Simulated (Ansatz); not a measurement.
Gas-phase electronic energies from Ansatz, PBE0-D4/def2-TZVP geometries. CBS: MP2 limit from def2 TZ/QZ plus the TZ coupled-cluster correction, frozen cores. DFT in def2-TZVPP. Each species was taken in one conformer, which may not be the lowest.

`B[SiH2]O[SiH2]F` + `CCC(O)=S` → `BCC(O)=S` + `C[SiH2]O[SiH2]F`  (formal exchange of groups at a B–Si bond)

`B[SiH2]O[SiH2]F`:

Cartesian coordinates in Å:
```
B 0.489 0.259 -1.972
Si 1.257 -0.313 -0.212
O 0.236 -0.162 1.076
Si -1.292 0.120 1.520
F -2.264 -0.898 0.767
H -0.615 0.698 -2.106
H 1.169 0.165 -2.952
H 2.468 0.507 0.080
H 1.684 -1.738 -0.299
H -1.713 1.484 1.125
H -1.419 -0.122 2.971
```

`CCC(O)=S`:

Cartesian coordinates in Å:
```
C -1.232 0.116 -0.227
C -0.034 -0.448 0.533
C 1.267 -0.225 -0.184
O 1.602 1.057 -0.357
S 2.226 -1.407 -0.738
H -1.306 -0.335 -1.218
H -1.177 1.201 -0.358
H -2.154 -0.096 0.316
H -0.154 -1.518 0.690
H 0.037 0.023 1.523
H 0.924 1.632 0.020
```

`BCC(O)=S`:

Z-matrix (Å, degrees):
```
C
C 1 1.502
B 1 1.551 2 119.1
H 1 1.089 2 110.2 3 135.7
H 1 1.112 2 106.7 3 -110.9
S 2 1.620 1 123.6 3 -140.2
O 2 1.332 1 115.4 3 40.4
H 3 1.202 1 121.2 2 -25.4
H 3 1.193 1 120.4 2 159.4
H 7 0.968 2 109.7 1 -8.2
```

`C[SiH2]O[SiH2]F`:

```xyz
12

C    -0.282    1.382   -1.325
Si    1.018    0.403   -0.432
O     0.358   -0.955    0.229
Si   -0.534   -1.575    1.422
F    -1.954   -0.844    1.462
H    -0.732    0.792   -2.127
H    -1.076    1.690   -0.640
H     0.155    2.281   -1.768
H     1.630    1.214    0.656
H     2.086   -0.045   -1.360
H    -0.775   -3.005    1.146
H     0.105   -1.339    2.736
```

Problem. Is it downhill or uphill in electronic energy at CCSD(T)/CBS, and by how much? (An estimate is asked.)

Solution. The calculation gave: Downhill: ΔE = -80.9 kJ/mol.

Problem. What do these levels give: PBE0-D4, ωB97M-V, B2PLYP, PBE, PBE0, MP2/def2-QZVPP? (Best estimate.)

Solution. Ansatz gave: PBE0-D4 -82.0, ωB97M-V -87.7, B2PLYP -83.9, PBE -81.8, PBE0 -82.1, MP2/def2-QZVPP -88.2 kJ/mol.

Largest T1 diagnostic among the species: 0.016.
